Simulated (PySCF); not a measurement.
PySCF 2.14 output of an unrestricted BP86 calculation on a single atom or ion in jorge-DZP-DKH (8s6p2d1f, 43 functions), with scalar relativity by spin-free X2C-1e:

```
SCF conv_tol = 1e-09
number electrons alpha = 14  beta = 11
    A. D. Becke.,  Phys. Rev. A 38, 3098 (1988)
    J. P. Perdew.,  Phys. Rev. B 33, 8822 (1986)
cycle= 1 E= -1392.33187221285  delta_E= -0.0116  |g|= 0.126  |ddm|= 0.125
cycle= 2 E= -1392.3290729301  delta_E= 0.0028  |g|= 0.184  |ddm|= 0.112
cycle= 3 E= -1392.3347410932  delta_E= -0.00567  |g|= 0.00436  |ddm|= 0.0638
cycle= 4 E= -1392.33474490663  delta_E= -3.81e-06  |g|= 0.000265  |ddm|= 0.00185
cycle= 5 E= -1392.3347449232  delta_E= -1.66e-08  |g|= 3.67e-05  |ddm|= 0.000143
cycle= 6 E= -1392.33474492349  delta_E= -2.91e-10  |g|= 2.02e-06  |ddm|= 1.79e-05
converged SCF energy = -1392.33474492349  <S^2> = 3.7506781  2S+1 = 4.000339
```

The run itself started from symmetry-adapted Hartree-Fock orbitals and held the occupation by maximum overlap, on a logarithmic radial grid, so the iterations belong to that start.

**Question.** Which element, charge and spin multiplicity is this?

**Answer.** Co²⁺ (cobalt, charge +2), multiplicity 4; the state was [Ar] 3d7, high-spin 4F determinant.
